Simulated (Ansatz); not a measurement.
**Correcting a cheap level on molecular compounds of Zr**

The vertical ionisation energy (cation less neutral) in eV of 8 molecular compounds of Zr: x at PBE-D4/def2-TZVPP, y at CCSD(T)/def2-TZVPP. Shapes, held fixed at every level: PBE0-D4/def2-TZVP. Flexible molecules stand in one conformer, not always the lowest. Programs: Ansatz 0.2.0.

```
                                       molecule  x (eV)  y (eV)
                                      Zr(SeH)3F    8.66    9.33
C2H7ClFNSZr (SMILES C[N](C)[Zr]([F])([SH])[Cl])    8.74    9.25
   CH5ClFNOZr (SMILES C[NH][Zr]([OH])([F])[Cl])    8.92    9.30
                                  Zr(CH3)(OH)I2    8.92       ?
                                   Zr(CH3)(OH)3    8.98    9.21
                                        Zr(SH)4    9.03    9.85
  C2H6ClFO2Zr (SMILES CC[O][Zr]([OH])([F])[Cl])    9.83   10.91
                                  Zr(CH3)(OH)F2    9.96   10.14
```

Problem. Fit y = c + s·x to the known rows and predict y for Zr(CH3)(OH)I2.

Solution. 
1. Means of the 7 rows: x = 9.1600, y = 9.713.
2. Σ(Δx)² = 1.6222, Σ(Δx·Δy) = 1.7014, so the slope is 1.7014/1.6222 = 1.0488.
3. Intercept: 9.713 − (1.0488) × 9.1600 = 0.106. The largest residual of the fit is 0.49.
4. Zr(CH3)(OH)I2: 0.106 + 1.0488 × 8.92 = 9.46 eV.

CCSD(T)/def2-TZVPP gives 9.63 eV, so the prediction is off by -0.17 eV, within the largest residual. Uncorrected, PBE-D4/def2-TZVPP misses Zr(CH3)(OH)I2 by -0.71 eV, and the other rows by 0.55 on average. The line removes about 75 % of this miss. Left out in turn, the other rows are missed by 0.41 eV on average. Cations run unrestricted. For atoms past krypton def2 sets carry core potentials with scalar relativity. Relativity is left out for Se. Outer-core shells of I, Se, Zr are correlated, in sets that cover them unevenly.
